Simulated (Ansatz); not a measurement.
FMg (SMILES [F][Mg]), doublet, geometry from GFN2-xTB (such geometries of metal compounds can be far from the true shape) (the spin is typed, not shown lowest); BLYP/cc-pVDZ run with Ansatz (an electronic-structure program).

Ansatz was given this input:
Ansatz 0.2 input:
```yaml
crystal:
  periodic: [false, false, false]
  atoms:
    - {symbol: Mg, position_ang: [-0.00000000, -0.00000000, -0.74164751]}
    - {symbol: F, position_ang: [0.00000000, 0.00000000, 0.98886335]}
basis:
  gaussian:
    orbitals: cc-pVDZ
hamiltonian:
  xc: blyp
magnetization: {spin_polarized: true, initial_magnetization: 1}
accuracy: high
```

Task: Predict the main parts of the log of this Ansatz run.

Result: 
```
Functional definition: BLYP
587 factors; integrals over basis functions are off by at most 2.8e-9 eV
mean field evaluation 1: about -8158.5425 eV, gradient 3.2e1 eV
mean field evaluation 2: about -8009.6494 eV, gradient 1.7e2 eV
mean field evaluation 4: about -8162.0842 eV, gradient 3.2e0 eV
mean field evaluation 8: about -8162.1283 eV, gradient 5.0e-3 eV
mean field evaluation 16: about -8162.1283 eV, gradient 9.8e-8 eV
mean field -8162.12825946 eV, -299.9526810459 hartree, gradient 9.8e-8 eV, S^2 0.750324; 0 other end points of the search recorded, 0 dependent functions left out
reference -8162.12829459 eV, -299.9526823370 hartree; 11, 10 occupied and 21, 22 virtual orbitals, 587 factors
Total energy: -8162.12829459 eV, -299.9526823370 hartree
```
